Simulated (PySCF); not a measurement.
Deuteron quadrupole couplings in `C[C@@H]1C(F)=C/C1=C\F`

Species: C6H6F2.
Structure used (GFN2-xTB), in Å, numbered top down from 1:
```
atom  x, y, z in Å
C1    -1.663    0.147    0.500
C2    -0.558   -0.296   -0.447
C3     0.187   -1.558   -0.075
F4    -0.257   -2.807    0.023
C5     1.375   -0.971    0.106
C6     0.819    0.340   -0.234
C7     1.256    1.583   -0.323
F8     2.535    1.913   -0.070
H9    -1.305    0.142    1.527
H10   -2.514   -0.525    0.422
H11   -1.989    1.153    0.250
H12   -0.903   -0.265   -1.483
H13    2.358   -1.297    0.379
H14    0.659    2.439   -0.598
```

Level: PBE0/pcSseg-1 (PySCF, non-relativistic); Q(2H) = 0.00286 b; rigid geometry, the same for H and D, with no vibrational averaging.

Task: Rank these positions by the coupling χzz of a deuteron there, largest first.
A. H14 (vinylic hydrogen)
B. H10 (methyl hydrogen)
C. H13 (vinylic hydrogen)
D. H12 (methine hydrogen)

Result: C (234 kHz), A (217 kHz), B (211 kHz), D (203 kHz).

Task: What are Vzz, η and χzz (234.96 MHz × Q × Vzz) at all hydrogens?

Result: 
```tsv
atom	bonded to	bond length (Å)	Vzz (au)	η	χzz (kHz)
H9	C1	1.087	0.3124	0.03	210
H10	C1	1.088	0.3134	0.02	211
H11	C1	1.087	0.3164	0.02	213
H12	C2	1.092	0.3024	0.01	203
H13	C5	1.071	0.3477	0.05	234
H14	C7	1.079	0.3231	0.12	217
```

Task: How does χzz go with the bond length over the 6 C–H bonds?

Result: A straight-line fit has a slope of -13.5 kHz for each 0.01 Å, with a correlation coefficient of -0.98, over lengths from 1.071 to 1.092 Å. The longer bonds have the smaller couplings here.

Isolated species at its GFN2-xTB geometry, gas phase. GFN2-xTB bond lengths can be off by several hundredths of an ångström, more for odd bonds, and the gradients follow them. These gradients aren't converged with respect to the basis.
